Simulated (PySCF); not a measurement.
CH2Cl, charge -1, singlet, geometry from GFN2-xTB. Base run: PySCF with HF/cc-pVDZ.

Geometry (Å):
```xyz
4

C      0.0038     0.1622    -1.2496
Cl    -0.0016     0.0002     0.6191
H      0.8841    -0.4914    -1.5111
H     -0.8801    -0.4848    -1.5155
```
Charge -1, spin multiplicity 1.
All else is at PySCF's defaults.
Base energy -498.45241 Eh.

Each row names what was changed in the base input (with any setting that the change needs).

| change | ΔE vs base (mEh) | SCF cycles |
|---|---|---|
| base | 0.000 | 11 |
| diis_space = 20 | 0.000 | 11 |
| conv_tol_grad = 1e-7 | 0.000 | 14 |
| diis_space = 12 | 0.000 | 11 |
| conv_tol = 1e-6 | 0.000 | 8 |
| solver = newton; init_guess = 1e | 0.000 | - |
| init_guess = mod_huckel | 0.000 | 10 |
| init_guess = sap | 0.000 | 11 |
| init_guess = atom | 0.000 | 11 |
| DIIS = ADIIS | 0.000 | 17 |
| diis_space = 2 | 0.000 | 16 |
| conv_tol = 1e-11 | 0.000 | 12 |
| init_guess = 1e | 0.000 | 15 |
